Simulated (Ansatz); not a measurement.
Total energies of C2H4AlN, SMILES `N=[C]1[CH2][AlH]1`.

Cartesian coordinates in Å:
```
N 1.112 1.455 0.613
C 0.237 0.562 0.455
C -0.272 -0.196 -0.762
Al -0.518 -1.130 0.920
H 1.437 1.817 -0.293
H 0.322 -0.230 -1.677
H -1.306 0.119 -0.980
H -1.013 -2.397 1.725
```

Total charge 0; spin multiplicity 1. The geometry is a stationary point of PBE0-D4/def2-TZVP. It is one conformer, not always the lowest. Basis def2-TZVPP, Ansatz.

RPA on PBE orbitals: Hartree–Fock energy of these orbitals -374.33153 Eh, correlation -0.99588 Eh (frozen core).

```
 functional  energy without D4 (Eh)  D4 term (kJ/mol)
LDA (SPW92)              -373.53211                 –
        PBE              -375.45620             -13.7
     revPBE              -375.67360             -43.3
       BLYP              -375.71697             -30.7
     r2SCAN              -375.65240              -3.2
      B3LYP              -375.78439             -22.3
    r2SCANh              -375.64155              -3.4
      BHLYP              -375.67078             -17.1
    ωB97X-V              -375.67208                 –
    ωB97M-V              -375.68455                 –
```

Q: Give the same for B97M-V, PBE0, r2SCAN0, HSE06 (plane-wave form), CAM-B3LYP, LC-ωPBE, B2PLYP, PBE-QIDH. (Best estimate.)

A: The calculation gave: 
```tsv
functional	energy without D4 (Eh)	D4 term (kJ/mol)
B97M-V	-375.69790	–
PBE0	-375.48214	-11.5
r2SCAN0	-375.62628	-3.8
HSE06 (plane-wave form)	-375.46900	-10.7
CAM-B3LYP	-375.68940	-11.6
LC-ωPBE	-375.57406	–
B2PLYP	-375.52595	–
PBE-QIDH	-375.36641	–
```

B3LYP takes the VWN-RPA correlation (the form of Gaussian; ORCA's B3LYP/G). HSE06 is the plane-wave form, built on full-range PBE exchange. The double hybrids freeze the cores in their second-order part.

LC-ωPBE has ω = 0.4 bohr⁻¹.
